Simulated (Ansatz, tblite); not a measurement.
Removing an electron: In₅P₄H₁₆⁻, a cluster cut from zinc blende InP (hydrogen-capped). The state is a singlet with charge -1. Geometry: PBE-D4/def2-SVP. Ansatz, gas phase; energy differences of separate SCF runs; the oxidised species was run as a doublet alone.

Cartesian coordinates in Å:
```
In 1.694 -2.505 -1.170
In 2.853 0.932 1.224
In 0.252 1.545 -2.340
In -2.897 -1.209 -0.807
In -1.741 2.229 1.584
P 2.010 0.067 -1.071
P -0.718 -2.530 -0.059
P 0.468 0.994 2.391
P -1.812 1.146 -0.771
H 2.753 -3.340 -0.051
H 1.432 -3.058 -2.810
H 3.781 -0.282 2.083
H 3.348 2.609 1.138
H -0.082 0.792 -3.891
H 0.738 3.225 -2.193
H -3.202 -1.751 -2.444
H -4.061 -1.418 0.487
H -1.296 3.920 1.499
H -3.030 1.645 2.618
H 3.187 0.231 -1.876
H -1.092 -3.906 0.111
H -0.532 -2.255 1.336
H 0.678 1.356 3.764
H 0.102 -0.367 2.652
H -2.834 1.930 -1.405
```

In the def2 sets In takes a core potential; there is no spin–orbit coupling. The xTB rows come from tblite. B3LYP takes the VWN-RPA correlation. Single mean-field runs in def2-TZVP are fitted with def2-universal-jkfit. HOMO above LUMO, or a gap near zero within one spin, warns that the state may not be the lowest or that an electron is smeared out.

```
             level  −HOMO (eV)  vertical IE (eV)  −LUMO (eV)  HOMO–LUMO gap (eV)                                  remarks
          GFN1-xTB        6.83              8.45        3.09                3.75                                        –
          GFN2-xTB        7.83              9.48        4.03                3.80                                        –
  PBE-D4/def2-TZVP        3.04              4.82       -1.20                4.24  gap within one spin near zero (doublet)
B3LYP-D4/def2-TZVP        3.85              5.24       -1.67                5.51                                        –
 PBE0-D4/def2-TZVP        4.03              5.27       -1.86                5.89                                        –
```

  Raw xTB energy differences between charge states are shifted by several eV; the methods need an empirical correction for them.
